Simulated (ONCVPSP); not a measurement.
beryllium: one change to an ONCV potential, before and after

Be, optimised norm-conserving Vanderbilt (ONCV), made with ONCVPSP 4.0.1 (PBE, scalar-relativistic). Core [He], reference 2s1.5 (charge +0.5). Waves: 2s: rc 1.65 bohr, ncon 4, nbas 7, qcut 4 1/bohr, 1 projector; p scattering state at 0.39 Ha: rc 1.40 bohr, ncon 4, nbas 8, qcut 7 1/bohr, local. Local part: the p channel. Core correction: Teter function, fcfact 5.75, rcfact 1.25.

In the p channel the program set the typed energies aside and used 0.050 Ha.

All-electron outer shells of the reference configuration (PBE, scalar-relativistic, ld1.x):

```csv
shell,level (eV),outermost node (bohr),outermost maximum (bohr)
1s,-111.59,–,0.27
2s,-9.50,0.59,1.97
```

Change: s: rc 2.42.

Cutoffs: the cutoffs (Ha) at which the residual kinetic energy of the hardest occupied pseudo-wave falls to 1 and 0.1 mHa per electron; they do not see the model core or the augmentation charge, which bear on the density cutoff. Errors are all-electron minus pseudo energies relative to the spin-unpolarised reference configuration.

Question: How do hardness, ghosts and transferability respond?

Answer: The potential gets softer (6.4 Ha and 9.8 Ha → 4.8 Ha and 6.5 Ha); the number of tests with a reliable result goes from 3 to 4; of the 3 tests that both files solve, the error grows in 0 and shrinks in 1 by more than 15 % and 0.3 meV (median size 2.9 → 2.8 meV); neither file shows a bound ghost. A larger radius leaves more room for a smooth pseudo-wave, so fewer plane waves are needed.

| quantity | base | changed |
| --- | --- | --- |
| cutoff, loose | 6.4 Ha | 4.8 Ha |
| cutoff, tight | 9.8 Ha | 6.5 Ha |
| bound ghosts | none | none |
| GHOST(+) flags under 300 eV | none | none |
| tests with a reliable result | 3 of 4 | 4 of 4 |
| error for 2s2, meV [ΔE -3.76 eV] | +2.7 | +2.5 |
| error for 2s1, meV [ΔE 5.79 eV] | +7.1 | +5.6 |
| error for 2s1 2p1, meV [ΔE -0.15 eV] | +2.9 | +2.8 |
| p: phases at 1.42 bohr within 0.05 rad from the reference energy up to (Ha; the scan ends near 5) | 3.8 | 3.8 |
| rms error of d²Exc/dni dnj with the model core, mHa | 3.13 | 2.59 |
